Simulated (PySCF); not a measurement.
**Electric field gradients and quadrupole coupling constants**

Compound: [GeH3]- (charge -1).
Structure used (PBE0-D3(BJ)/def2-SVP), in Å, numbered top down from 1:
```
atom  x, y, z in Å
Ge1   -0.0055    0.0056    0.6723
H2     1.3504   -0.0324   -0.2128
H3    -0.6460    1.1814   -0.2392
H4    -0.6989   -1.1546   -0.2202
```

Field gradients from the PBE0/pcSseg-1 (pcSseg-2 on Ge) density (PySCF, non-relativistic), principal values in atomic units, ordered |Vxx| ≤ |Vyy| ≤ |Vzz|:

| atom | Vxx | Vyy | Vzz |
| --- | --- | --- | --- |
| Ge1 | 0.7269 | 0.7271 | -1.4540 |

Find the asymmetry η = (Vxx − Vyy)/Vzz and the couplings χ = eQV/h (234.96 MHz × Q in barn × V in au), with Q(73Ge) = −0.196 b.

| atom | environment | nucleus | η | χzz (MHz) | χxx (MHz) | χyy (MHz) |
| --- | --- | --- | --- | --- | --- | --- |
| Ge1 | germanium bonded to 3 H | 73Ge | 0.00 | 66.96 | -33.47 | -33.49 |

The gradient is axial or nearly so (η below 0.05) at Ge1. The tensor is traceless: Vxx + Vyy + Vzz = 0.

What is Vzz at Ge1 in SI units (1 au = 9.71736 × 10²¹ V/m²)?

-1.4540 au = -14.129 × 10²¹ V/m².

What couplings would deuterons (Q(2H) = 0.00286 b) have in place of the hydrogens, at this geometry?

| atom | bonded to | bond length (Å) | Vzz (au) | η | χzz (kHz) |
| --- | --- | --- | --- | --- | --- |
| H2 | Ge1 | 1.620 | 0.1181 | 0.08 | 79 |
| H3 | Ge1 | 1.620 | 0.1181 | 0.08 | 79 |
| H4 | Ge1 | 1.620 | 0.1181 | 0.08 | 79 |

Isolated species at its PBE0-D3(BJ)/def2-SVP geometry, gas phase. The calculation is non-relativistic, for germanium too. The pcSseg-1 basis has no diffuse functions, a weakness for an anion. The HOMO energy is positive at this level (+0.02 eV), so the outermost electrons may be held by the finite basis alone. These gradients aren't converged with respect to the basis.
